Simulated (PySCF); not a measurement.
## BeI⁺: energy against distance

Set-up: PySCF, scalar-relativistic core potentials, basis sets Be aug-cc-pVDZ, I aug-cc-pVDZ-PP with ECP28. Energies in eV from Be⁺ + I in their ground configurations at the same level. State: ¹Σ⁺ (singlet), closed shell.

All columns are ωB97X. A positive dipole points towards I; it is taken about the centre of mass and depends on that origin.

```
R (Å)  E (eV)   μ (D)  Mulliken charge on Be (basis-dependent)  HOMO (eV)  LUMO (eV)  Mayer bond order  ⟨S²⟩
1.790  -2.193   -7.06                                    -0.12     -16.79      -7.06              2.17  0.00
1.874  -2.809   -7.58                                     0.05     -16.51      -7.22              2.08  0.00
1.957  -3.156   -8.10                                     0.19     -16.25      -7.39              2.00  0.00
2.019  -3.283   -8.49                                     0.29     -16.07      -7.52              1.93  0.00
2.082  -3.323   -8.87                                     0.37     -15.90      -7.65              1.87  0.00
2.144  -3.294   -9.23                                     0.45     -15.74      -7.78              1.81  0.00
2.228  -3.175   -9.70                                     0.54     -15.55      -7.95              1.73  0.00
2.332  -2.938  -10.25                                     0.63     -15.35      -8.15              1.63  0.00
2.457  -2.576  -10.83                                     0.71     -15.15      -8.37              1.52  0.00
2.623  -2.044  -11.45                                     0.76     -14.96      -8.61              1.39  0.00
```

A fit through these points gives, at Re = 2.084 Å, μ = -8.88 D and dμ/dR = -5.97 D/Å; the reduced mass is 8.415 u.

Problem. How strong is the fundamental in the double-harmonic approximation, I = 42.26·(dμ/dR)²/μred km/mol?

Solution. I = 42.26·(-5.97)²/8.415 = 179 km/mol at ωB97X.

These are scalar-relativistic numbers at best; spin–orbit coupling would shift them, the dissociation energy most. For an ion De counts to the pair picked by the measured ionisation energies or electron affinities, which need not be the lowest pair at this level.
